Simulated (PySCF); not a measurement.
# The second ionisation energy along the second row

All values are computed (PySCF 2.14, energy differences of UHF-based or UKS calculations, no spin-orbit coupling). Values in eV. The last column holds reference values (NIST; (s) semi-empirical, (t) theoretical, else measured). Unmarked ones compare directly (S terms, centres of terms, or small fine structure); those marked * lie between the lowest fine-structure levels and include a spin-orbit shift.

| element | configurations | UHF | PBE0 | r2SCAN | MP2 (valence and next inner shell) | SCS-MP2 (valence and next inner shell) | MP2 (valence) | reference |
| --- | --- | --- | --- | --- | --- | --- | --- | --- |
| Be (aug-cc-pCVQZ, non-relativistic) | [He] 2s1 → 1s2 | 18.127 | 18.456 | 18.185 | 18.196 | 18.189 | n/a | 18.211 |
| B (aug-cc-pwCVQZ, non-relativistic) | [He] 2s2 → [He] 2s1 | 23.443 | 24.561 | 24.265 | 24.547 | 24.749 | 24.489 | 25.155 |
| C (aug-cc-pwCVQZ, non-relativistic) | [He] 2s2 2p1 → [He] 2s2 | 24.170 | 24.836 | 25.007 | 24.479 | 24.425 | 24.424 | 24.378 |
| N (aug-cc-pwCVQZ, non-relativistic) | [He] 2s2 2p2 → [He] 2s2 2p1 | 29.205 | 29.911 | 30.135 | 29.719 | 29.563 | 29.671 | 29.601 (s) * |
| O (aug-cc-pwCVQZ, non-relativistic) | [He] 2s2 2p3 → [He] 2s2 2p2 | 34.573 | 35.310 | 35.480 | 35.298 | 35.017 | 35.255 | 35.121 * |
| F (aug-cc-pwCVQZ, non-relativistic) | [He] 2s2 2p4 → [He] 2s2 2p3 | 33.394 | 35.258 | 35.119 | 34.805 | 34.931 | 34.774 | 34.950 |
| Ne (aug-cc-pwCVQZ, non-relativistic) | [He] 2s2 2p5 → [He] 2s2 2p4 | 39.266 | 41.005 | 41.135 | 40.931 | 40.936 | 40.902 | 40.963 * |

Question: Which of these methods has the smallest mean absolute error against the measured values here?

Answer: SCS-MP2 (valence and next inner shell), with 0.124 eV.

```json
{"method": "UHF", "elements": "4", "mean error (eV)": "-0.890", "mean absolute error (eV)": "0.890", "largest error (eV)": "-1.712"}
{"method": "PBE0", "elements": "4", "mean error (eV)": "0.104", "mean absolute error (eV)": "0.401", "largest error (eV)": "-0.594"}
{"method": "r2SCAN", "elements": "4", "mean error (eV)": "-0.029", "mean absolute error (eV)": "0.428", "largest error (eV)": "-0.890"}
{"method": "MP2 (valence and next inner shell)", "elements": "4", "mean error (eV)": "-0.167", "mean absolute error (eV)": "0.217", "largest error (eV)": "-0.608"}
{"method": "SCS-MP2 (valence and next inner shell)", "elements": "4", "mean error (eV)": "-0.100", "mean absolute error (eV)": "0.124", "largest error (eV)": "-0.406"}
{"method": "MP2 (valence)", "elements": "3", "mean error (eV)": "-0.265", "mean absolute error (eV)": "0.296", "largest error (eV)": "-0.666"}
```

Errors include the incompleteness of the basis and the frozen core.

"Valence" correlates the outer s and p shells and, in groups 3 to 12 and the f block, the outer d or f shell, open or full, or the next shell where the ion has no valence electron left; the wider scheme adds the next inner shell.
